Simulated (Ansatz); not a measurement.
CuTe, multiplicity 2 (lowest of 2S+1 = 2, 4 at PBE0/def2-TZVPP; our sources give no spin for the ground state, which may be another), most abundant isotopes (62.9296 and 129.9062 u). Constants from fifth-degree fits in 1/R to seven points on the lowest solution found; no spin–orbit coupling, no relativity up to Kr; ω_e x_e and α_e move by some per cent with the fit.

Correlated levels freeze the inner cores; with def2 sets outer-core shells near the valence are correlated too.

The values were computed with Ansatz (a quantum-chemistry and plane-wave program). Each number belongs to the level named beside it. In def2 rows elements past Kr take small-core potentials, without spin–orbit coupling.

| level | r_e (Å) | ω_e (cm⁻¹) | ω_e x_e (cm⁻¹) | α_e (cm⁻¹) |
|---|---|---|---|---|
| PBE/def2-TZVPP | 2.3740 | 250.9 | 0.763 | 0.000289 |
| CCSD(T)/def2-QZVPP | 2.3767 | 242.9 | 0.610 | 0.000277 |

Task: Derive the rotational constants, the centrifugal constant, the fundamental, the zero-point energy and the force constant.

Result: 
μ = 42.39330 u.
- PBE/def2-TZVPP: B_e = 16.8576/(μ r_e²) = 0.070556 cm⁻¹; B₀ = B_e − α_e/2 = 0.070411 cm⁻¹; D = 4B_e³/ω_e² = 2.23e-08 cm⁻¹; fundamental ω_e − 2ω_e x_e = 249 cm⁻¹; zero-point energy ω_e/2 − ω_e x_e/4 = 125 cm⁻¹; k = μ(2πcω_e)² = 157 N/m
- CCSD(T)/def2-QZVPP: B_e = 16.8576/(μ r_e²) = 0.070397 cm⁻¹; B₀ = B_e − α_e/2 = 0.070259 cm⁻¹; D = 4B_e³/ω_e² = 2.36e-08 cm⁻¹; fundamental ω_e − 2ω_e x_e = 242 cm⁻¹; zero-point energy ω_e/2 − ω_e x_e/4 = 121 cm⁻¹; k = μ(2πcω_e)² = 147 N/m
